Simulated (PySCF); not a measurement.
## Cu²⁺ (copper, charge +2) across methods

[Ar] 3d8 4p1, one real determinant (an excited configuration). All numbers are calculated (PySCF 2.14, scalar relativity by spin-free X2C-1e, in x2c-QZVPPall (11s7p6d4f2g, 108 functions)). The B2PLYP total includes its PT2 part (frozen core); its orbital energies are those of the SCF part.

| method | E (hartree) | mean ε 3d α (eV) | mean ε 3d β (eV) | mean ε 4p α (eV) | Σ⟨r²⟩ (bohr²) | ⟨S²⟩ |
| --- | --- | --- | --- | --- | --- | --- |
| B2PLYP | -1652.952 | -45.521 | -43.148 | -20.041 | 20.78 | 3.751 |
| UHF | -1651.84262 | -51.102 | -48.204 | -21.102 | 20.99 | 3.752 |
| LDA | -1650.297 | -39.288 | -37.078 | -18.774 | 20.61 | 3.750 |
| wB97X | -1653.274 | -44.409 | -42.364 | -21.251 | 20.70 | 3.751 |
| PBE0 | -1652.998 | -42.227 | -40.024 | -19.444 | 20.70 | 3.751 |
| TPSS | -1653.256 | -38.899 | -37.041 | -18.675 | 20.70 | 3.750 |
| PBE | -1652.973 | -38.972 | -36.966 | -18.714 | 20.70 | 3.750 |

Q: Estimate the same row for r2SCAN.

A: E (hartree) = -1653.218; mean ε 3d α (eV) = -39.483; mean ε 3d β (eV) = -37.526; mean ε 4p α (eV) = -18.874; Σ⟨r²⟩ (bohr²) = 20.59; ⟨S²⟩ = 3.751.

⟨L²⟩ = 14.02 against 20 for a pure G term, so this real determinant mixes terms.
